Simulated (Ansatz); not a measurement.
Cost and result for the atomization energy of CH3Cl2Si (`C[Si](Cl)Cl`) radical (7 atoms, 6 bonds).

Total charge 0; spin multiplicity 2. All single points use the PBE0-D4/def2-TZVP geometry. Program: Ansatz. All runs use 4 threads of an Intel Xeon 6975P-C on a shared host. Times are those of one run each, without the atoms' runs, and a repeat can differ threefold. Electronic energies, without spin–orbit coupling; frozen cores. CCSD(T)/CBS adds CCSD(T) − MP2 in def2-TZVPP to the MP2 limit, and its time is that of the two runs behind it. T1 = 0.012; ⟨S²⟩ of the reference is 0.75. HSE06 is the plane-wave form, built on full-range PBE exchange.

CCSD(T)/CBS is a level of theory with its own doubt, some kJ/mol a heavy atom from the limit and from the frozen cores, so smaller differences don't rank the functionals.

```
                             level  functions  wall time  atomization (kJ/mol)  difference from CCSD(T)/CBS  per bond
            LDA (SPW92)/def2-TZVPP        199      0.9 s                2694.1                        324.0      54.0
                BLYP-D4/def2-TZVPP        199      1.4 s                2346.1                        -24.0      -4.0
                PBE0-D4/def2-TZVPP        199      2.3 s                2392.4                         22.3       3.7
               HSE06-D4/def2-TZVPP        199      2.5 s                2394.1                         24.0       4.0
                  CCSD(T)/def2-SVP         83      2.5 s                2196.2                       -173.9     -29.0
               BHLYP-D4/def2-TZVPP        199      2.6 s                2313.1                        -57.0      -9.5
r2SCAN-D4/def2-TZVPP (with forces)        199      2.7 s                2405.8                         35.7       6.0
               PBE-QIDH/def2-TZVPP        199      2.9 s                2377.2                          7.1       1.2
             r2SCANh-D4/def2-TZVPP        199      3.2 s                2393.9                         23.8       4.0
  ωB97M-V/def2-TZVPP (with forces)        199        6 s                2382.6                         12.5       2.1
                    MP2/def2-QZVPP        357      9.5 s                2397.1                         27.0       4.5
                CCSD(T)/def2-TZVPP        199       46 s                2299.8                        -70.3     -11.7
                 CCSD(T)/CBS(def2)          –       56 s                2370.1                          0.0       0.0
```

The D4 term adds +31.3 kJ/mol with B3LYP and +16.2 kJ/mol with PBE0; it sums over pairs of atoms, weighted by their polarisabilities, and B3LYP, whose exchange is more repulsive, gets the larger term. Leaving LDA and LC-ωPBE aside and taking each functional with its dispersion term where it has one, the values, not all of them listed here, spread over 105.2 kJ/mol, from BHLYP-D4 to PBE-D4. LDA lies +294.8 kJ/mol from PBE without D4, its usual overbinding. At CCSD(T), def2-SVP lies −173.9 kJ/mol from the extrapolated value and def2-TZVPP −70.3 kJ/mol: correlation converges slowly with the basis, and small sets miss more of it in the bonded molecule than in its fragments.

B3LYP here is the variant with VWN-RPA as its local correlation; programs differ in this.
